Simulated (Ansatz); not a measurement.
Reactions of `C[C](C)(C)[Ge]([F])([F])[F]`.

Computed with Ansatz on PBE0-D4/def2-TZVP structures; ΔE is electronic, products minus reactants. CBS: MP2 limit from def2 TZ/QZ plus the TZ coupled-cluster correction, frozen cores. This one scheme is used for every species. DFT in def2-TZVPP. B3LYP here is the variant with VWN-RPA as its local correlation; programs differ in this. Elements past krypton have def2 core potentials. For Ge, Nb outer-core shells are correlated without core-valence functions, which leaves a few kJ/mol of doubt a bond. Scalar relativity is left out up to krypton. Each species was taken in one conformer, which may not be the lowest.

```json
{"reaction": "`C[C](C)(C)[Ge]([F])([F])[F]` + `C=CNCC` → `C=CN(CC)C(C)(C)C` + `[F][GeH]([F])[F]`", "MP2/CBS(def2) (kJ/mol)": "64", "PBE-D4 (kJ/mol)": "69", "B3LYP-D4 (kJ/mol)": "68"}
{"reaction": "`C[C](C)(C)[Ge]([F])([F])[F]` + H₂ → `[F][GeH]([F])[F]` + `CC(C)C`", "MP2/CBS(def2) (kJ/mol)": "1", "PBE-D4 (kJ/mol)": "-8", "B3LYP-D4 (kJ/mol)": "-13"}
{"reaction": "`C[C](C)(C)[Ge]([F])([F])[F]` + `CNC` → `C[N](C)[Ge]([F])([F])[F]` + `CC(C)C`", "MP2/CBS(def2) (kJ/mol)": "-14", "PBE-D4 (kJ/mol)": "-8", "B3LYP-D4 (kJ/mol)": "-16"}
{"reaction": "`C[C](C)(C)[Ge]([F])([F])[F]` + `N=C=O` → `O=C=[N][Ge]([F])([F])[F]` + `CC(C)C`", "MP2/CBS(def2) (kJ/mol)": "-21", "PBE-D4 (kJ/mol)": "-14", "B3LYP-D4 (kJ/mol)": "-24"}
{"reaction": "`C[C](C)(C)[Ge]([F])([F])[F]` + `[CH3][Nb](=[NH])([F])[Cl]` → `CC(C)(C)[N]=[Nb]([CH3])([F])[Cl]` + `[F][GeH]([F])[F]`", "MP2/CBS(def2) (kJ/mol)": "10", "PBE-D4 (kJ/mol)": "25", "B3LYP-D4 (kJ/mol)": "22"}
```

Problem. Give the CCSD(T)/CBS values in the same order. (An estimate is asked.)

Solution. Computed: 67, -6, -15, -22, 25 kJ/mol.

Largest T1 diagnostic: 0.020, for `[CH3][Nb](=[NH])([F])[Cl]`.
